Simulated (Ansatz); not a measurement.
`NB(S)Br` + `O[SiH3]` → `NB(Br)O[SiH3]` + H₂S  (ligand exchange at a B–S bond)

Gas-phase electronic energies from Ansatz, PBE0-D4/def2-TZVP geometries. CBS: MP2 limit from def2 TZ/QZ plus the TZ coupled-cluster correction, frozen cores. This one scheme is used for every species. DFT in def2-TZVPP. For Br outer-core shells are correlated without core-valence functions, which leaves a few kJ/mol of doubt a bond. Scalar relativity is left out up to krypton. One conformer a species, not always the lowest.

`NB(S)Br`:

Cartesian coordinates in Å:
```
N -0.336 0.760 -0.885
B 0.157 -0.023 0.150
S -0.696 -1.545 0.642
Br 1.774 0.551 1.050
H 0.116 1.608 -1.178
H -1.169 0.530 -1.400
H 0.154 -1.880 1.621
```

`O[SiH3]`:

Cartesian coordinates in Å:
```
O 0.154 1.100 0.639
Si -0.209 -0.302 -0.146
H 1.068 1.384 0.648
H 0.147 -0.232 -1.590
H -1.670 -0.485 0.004
H 0.510 -1.465 0.445
```

`NB(Br)O[SiH3]`:

Z-matrix (Å, degrees):
```
Si
O 1 1.655
H 1 1.482 2 105.8
H 1 1.483 2 110.5 3 118.9
H 1 1.483 2 110.5 3 -119.0
B 2 1.352 1 133.2 3 180.0
Br 6 1.958 2 119.8 1 -0.1
N 6 1.391 2 122.0 1 179.9
H 8 1.003 6 123.1 2 180.0
H 8 1.006 6 121.5 2 -0.0
```

H₂S:

Cartesian coordinates in Å:
```
S 0.175 -0.592 -0.048
H 0.234 0.464 -0.873
H -0.409 0.128 0.921
```

```csv
level,ΔE (eV)
r2SCAN-D4,-0.65
PBE0-D4,-0.61
ωB97X-V,-0.67
ωB97M-V,-0.69
PBE,-0.55
r2SCAN,-0.64
SCS-MP2/def2-TZVPP,-0.67
HF/CBS(def2),-0.86
```

Q: What does CCSD(T)/CBS give? (Best estimate.)

A: Ansatz gave: -0.67 eV. The listed levels differ from it by 0.02, 0.06, 0.00, -0.02, 0.12, 0.03, 0.00, -0.19 eV.

Largest T1 diagnostic among the species: 0.011.

From PBE to PBE0 (25 % exact exchange), in def2-TZVPP and without D4, ΔE moves by −0.04 eV. In def2-TZVPP, CCSD(T) changes the Hartree–Fock value by +0.15 eV (the triples alone add +0.03 eV) and MP2 by +0.21 eV.
